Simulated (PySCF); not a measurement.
## Solvent effects on NMR parameters

Numbering as in the mapped SMILES `[CH2:1]=[C:2]([CH3:3])[C@@H:4]1[CH:5]=[CH:6][S:7](=[O:8])(=[O:9])[CH2:10]1` (H(Xn): hydrogen on atom n). Ha(C10) is cis to C2 on the ring; Ha(C1) is cis to C3; Hb(C10) is trans to C2 on the ring; Hb(C1) is trans to C3.

GIAO PBE0/pcSseg-1 in PySCF on one PBE0-D3(BJ)/def2-SVP conformer, non-relativistic, equivalent nuclei averaged. Solvents enter as an IEF-PCM continuum (chloroform with ε = 4.7, acetone with ε = 20.5) around the gas-phase geometry. Shifts are referred to TMS, CS2 computed in the same medium.

In chloroform, δ in ppm: C2 155.2, C5 151.6, C6 143.1, C1 122.9, C10 61.5, C4 52.5, C3 20.6, S7 353.6, H(C6) 6.86, H(C5) 6.67, Hb(C1) 5.35, Ha(C1) 5.29, H(C4) 3.73, Hb(C10) 3.25. Dipole moment 6.12 D.

(1) How does each δ change in the more polar medium?

(2) Which nuclei move most (in ppm), and what does the model miss?

## Answers

(1) 
```tsv
atoms	environment	Δδ, acetone
C2	fully substituted alkene carbon	+0.3
C5	alkene CH	+1.9
C6	alkene CH	-0.5
C1	terminal =CH2 carbon	+0.4
C10	sp3 CH2 bonded to S	+0.6
C4	allylic sp3 CH	+0.3
C3	allylic methyl carbon	+0.1
S7	sulfone sulfur	+2.3
H(C6)	hydrogen on an alkene CH	+0.04
H(C5)	hydrogen on an alkene CH	+0.14
Hb(C1)	hydrogen on a terminal =CH2 carbon	+0.06
Ha(C1)	hydrogen on a terminal =CH2 carbon	+0.04
H(C4)	hydrogen on an allylic sp3 CH	+0.12
Hb(C10)	hydrogen on an sp3 CH2 bonded to S	+0.08
```

Changes are relative to chloroform. The dipole moment becomes 6.52 D in acetone.

(2) S7 (sulfone sulfur, +2.3 ppm) in acetone. A continuum only polarises the solute; specific hydrogen bonds, the anisotropy of aromatic solvents and changes of geometry or conformer are outside it.
